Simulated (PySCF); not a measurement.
Species: C₄H₁₅N₂PSi₂.
Cartesian coordinates in Å at the GFN2-xTB level; atoms count from 1:
```xyz
24
C4H15N2PSi2 angstrom
C      0.162   -0.109   -1.517
C      0.640    0.088   -0.112
P     -0.402    0.173    1.254
N     -1.977    0.037    0.513
Si    -2.810    1.541    0.239
Si    -2.698   -1.546    0.585
N      1.990    0.238    0.077
C      2.453    0.320    1.433
C      2.936   -0.217   -0.912
H      0.481    0.716   -2.154
H     -0.924   -0.150   -1.521
H      0.546   -1.040   -1.935
H     -3.955    1.215   -0.608
H     -1.866    2.422   -0.454
H     -3.235    2.151    1.501
H     -1.686   -2.490    0.099
H     -3.857   -1.498   -0.303
H     -3.088   -1.894    1.954
H      3.523    0.515    1.454
H      2.238   -0.599    1.993
H      1.929    1.136    1.936
H      2.681    0.174   -1.895
H      3.927    0.151   -0.647
H      2.980   -1.312   -0.972
```

Computed at PBE0/pcSseg-1 (PySCF, non-relativistic), with Q(14N) = 0.02044 b: N4, 14N (I = 1): χzz = -3.497 MHz, η = 0.354; N7, 14N (I = 1): χzz = -4.971 MHz, η = 0.088.

Q: Where would the pure quadrupole (NQR) lines of 14N at N4 fall for the rigid, isolated species?

A: From ν± = (3/4)|χ|(1 ± η/3) and ν0 = |χ|η/2: ν+ 2.932 MHz, ν− 2.313 MHz, ν0 0.619 MHz (nitrogen bridging silicon atoms).

Q: Find the zero-field quadrupole resonance frequencies of 14N at N7.

A: From ν± = (3/4)|χ|(1 ± η/3) and ν0 = |χ|η/2: ν+ 3.837 MHz, ν− 3.619 MHz, ν0 0.218 MHz (nitrogen bonded to 3 C).

In a crystal, neighbours and librations shift these lines. GFN2-xTB bond lengths can be off by several hundredths of an ångström, more for odd bonds, and the gradients follow them. These gradients aren't converged with respect to the basis.

One conformer stands for the species.
